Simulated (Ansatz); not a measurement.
System: CH3BI2O (charge 0, singlet). SMILES: COB(I)I
Coordinates optimised at B3LYP-D3(BJ)/def2-TZVP (Ansatz, a first-principles code):
```xyz
8

C     -3.0113    -0.3631    -0.1881
O     -1.9137     0.4666     0.2125
B     -0.6252     0.1862     0.0855
I      0.7876     1.6447     0.7868
I      0.0873    -1.6598    -0.7896
H     -3.9189     0.1781     0.0650
H     -2.9777    -1.3122     0.3455
H     -2.9696    -0.5476    -1.2608
```

Computed values are from Ansatz. Cores are frozen in the correlated levels unless marked. Open shells are spin-unrestricted. Spin-orbit coupling is left out. Frozen are the shells of the preceding noble gas and the d and f shells that filled before the atom's block. Past Kr the def2 sets carry scalar-relativistic core potentials. CBS(X,Y): correlation extrapolated as X^-3; Hartree-Fock from the larger set. The bracket is a focal-point correction in the basis named.

What is the dipole moment at CCSD(T)/def2-SVPD?

2.54 D.

What is the vertical ionisation energy (to the doublet) at RI-MP2/CBS(def2-TZVPPD,def2-QZVPPD)+[CCSD(T)-MP2]/def2-TZVPPD?

9.56 eV.

What is the total energy at CCSD(T)/CBS(def2-TZVPPD,def2-QZVPPD)?

-733.6275 Eh.

What is the T1 diagnostic at CCSD/def2-QZVPPD?

0.013.

What is the atomisation energy De at CCSD(T)/CBS(def2-TZVPPD,def2-QZVPPD)?

2830.2 kJ/mol.
